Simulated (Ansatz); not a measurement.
`[SiH3][SiH3]` + `OC[SiH2]S` → `[SiH3]OC[SiH2]S` + SiH₄  (cleavage of the Si–Si bond)

Gas-phase electronic energies from Ansatz, PBE0-D4/def2-TZVP geometries. CCSD(T)/CBS is the MP2 limit (def2-TZVPP, def2-QZVPP) plus CCSD(T) − MP2 in def2-TZVPP, frozen cores. This one scheme is used for every species. DFT in def2-TZVPP. Each species was taken in one conformer, which may not be the lowest.

CCSD(T)/CBS gives -20.6 kcal/mol.

(1) Another level gave -21.8 kcal/mol. Which?
A. CAM-B3LYP/def2-TZVPP
B. HF/def2-TZVPP
C. BLYP/def2-TZVPP
D. BHLYP-D4/def2-TZVPP

Largest T1 diagnostic among the species: 0.013.

Results:

(1) A. CAM-B3LYP -21.8, BLYP -19.5, BHLYP-D4 -22.9, HF/def2-TZVPP -25.1 kcal/mol.

In def2-TZVPP, CCSD(T) changes the Hartree–Fock value by +4.2 kcal/mol (the triples alone add +0.4 kcal/mol) and MP2 by +2.1 kcal/mol. From BLYP to BHLYP (50 % exact exchange), in def2-TZVPP and without D4, ΔE moves by −3.0 kcal/mol.
